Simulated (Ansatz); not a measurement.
AlH6NSSi2, SMILES `[NH2][AlH][SiH]1[SiH2]S1`. The species carries charge 0 and has multiplicity 1. The structure was optimised at the PBE0-D4/def2-TZVP level. It is one conformer, not always the lowest.

```xyz
11

N    -0.943   -2.030    0.679
Al    0.705   -1.683    0.161
Si    1.146    0.704    0.156
Si   -0.298    2.062   -0.934
S    -0.462    1.785    1.178
H    -1.573   -1.310    0.997
H    -1.384   -2.934    0.718
H     1.676   -2.849   -0.290
H     2.485    1.296    0.431
H     0.079    3.429   -1.364
H    -1.429    1.531   -1.732
```

Task: What is the dipole moment at ωB97M-V/def2-TZVPP? (Estimate.)

Result: Ansatz gave: 1.69 D, with components (-0.13, -1.46, -0.82) D in this frame, pointing from negative to positive charge.

Task: And with PBE, r2SCAN, B3LYP? (Best estimate.)

Result: The calculation gave: PBE 1.50 D, r2SCAN 1.53 D, B3LYP 1.60 D.

Task: Give the Mulliken charges with ωB97M-V, B3LYP, r2SCAN in def2-TZVPP. (Best estimate.)

Result: Ansatz gave: 
| atom | ωB97M-V | B3LYP | r2SCAN |
| --- | --- | --- | --- |
| N1 | -0.37 | -0.40 | -0.46 |
| Al2 | 0.42 | 0.43 | 0.51 |
| Si3 | 0.00 | 0.09 | 0.06 |
| Si4 | 0.15 | 0.23 | 0.25 |
| S5 | -0.29 | -0.33 | -0.32 |
| H6 | 0.13 | 0.14 | 0.16 |
| H7 | 0.11 | 0.13 | 0.15 |
| H8 | -0.10 | -0.13 | -0.15 |
| H9 | -0.01 | -0.05 | -0.08 |
| H10 | -0.01 | -0.05 | -0.06 |
| H11 | -0.01 | -0.05 | -0.06 |

B3LYP here is the variant with VWN-RPA as its local correlation; programs differ in this.
